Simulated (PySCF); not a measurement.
A structure optimised at PBE-D3(BJ)/def2-SVP, used in a PySCF frequency run:

```xyz
9

Te     0.0000     0.0000     0.7240
Si    -1.7972     0.0000    -1.0476
H     -3.1127     0.0000    -0.3217
H     -1.6947     1.2233    -1.9170
H     -1.6947    -1.2233    -1.9170
Si     1.7972     0.0000    -1.0476
H      1.6947    -1.2233    -1.9170
H      1.6947     1.2233    -1.9170
H      3.1127     0.0000    -0.3217
```
Charge 0, spin multiplicity 1.

Task: Write its SMILES, formula and point group.

Result: [SiH3][Te][SiH3], H₆Si₂Te, C2v

Task: What are its rotational constants (standard atomic weights)?

Result: 3.4555, 2.3121, 1.4326 GHz
